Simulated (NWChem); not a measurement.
Species: C₃H₅ClSi; SMILES [Si@@H](C#C)(Cl)C

```xyz
10

C      0.8753     2.6476    -0.2441
C      0.3900     1.5666     0.0331
Si    -0.3727    -0.0462     0.4517
C     -2.0099    -0.2414    -0.4134
Cl     0.9122    -1.5564    -0.1610
H      1.3093     3.6016    -0.4890
H     -0.5005    -0.1483     1.9306
H     -2.4578    -1.2181    -0.1762
H     -1.8786    -0.1715    -1.5034
H     -2.7042     0.5513    -0.0937
```
Atoms are numbered in this order, from 1.

All runs: NWChem. Geometry: optimised at PBE0/def2-SVP. Level: M06-2X/def2-SVP with SMD (1 M gas to 1 M solution), gas-phase geometry. Reactions with the solvent are ignored.

For solvent diethyl ether:

```
Property                                     Result
-------------------------------------------  ------
cavity-dispersion-structure term (kcal/mol)     0.1
dipole in solution (D)                         2.44
```

Problem. How do the values read with solvent ethanol instead?

Solution. 
| Item | Result |
|---|---|
| cavity-dispersion-structure term (kcal/mol) | 1.5 |
| dipole in solution (D) | 2.57 |
